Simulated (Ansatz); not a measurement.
Gas-phase electronic energies from Ansatz, PBE0-D4/def2-TZVP geometries. CCSD(T)/CBS is the MP2 limit (def2-TZVPP, def2-QZVPP) plus CCSD(T) − MP2 in def2-TZVPP, frozen cores. DFT in def2-TZVPP. B3LYP here is the variant with VWN-RPA as its local correlation; programs differ in this. One conformer a species, not always the lowest.

Reaction (substitution at a C–C bond): `O=CC1(O)CC1` + `O[SiH2]F` → `O=CO[SiH2]F` + `OC1CC1`

**Question.** Is it downhill or uphill in electronic energy at CCSD(T)/CBS, and by how much? (An estimate is asked.)

**Answer.** The calculation gave: Uphill: ΔE = +0.07 eV.

**Question.** What do these levels give: PBE0-D4, B3LYP-D4, ωB97X-V, B2PLYP, PBE0, HF/def2-TZVPP, SCS-MP2/def2-TZVPP, CCSD(T)/def2-TZVPP, HF/def2-QZVPP, MP2/def2-QZVPP, SCS-MP2/def2-QZVPP, HF/CBS(def2)? (Best estimate.)

**Answer.** Ansatz gave: PBE0-D4 0.05, B3LYP-D4 0.02, ωB97X-V -0.01, B2PLYP 0.02, PBE0 0.04, HF/def2-TZVPP -0.13, SCS-MP2/def2-TZVPP 0.03, CCSD(T)/def2-TZVPP 0.04, HF/def2-QZVPP -0.12, MP2/def2-QZVPP 0.10, SCS-MP2/def2-QZVPP 0.05, HF/CBS(def2) -0.12 eV.

Largest T1 diagnostic among the species: 0.015.

In def2-TZVPP, CCSD(T) changes the Hartree–Fock value by +0.16 eV (the triples alone add +0.02 eV) and MP2 by +0.21 eV.
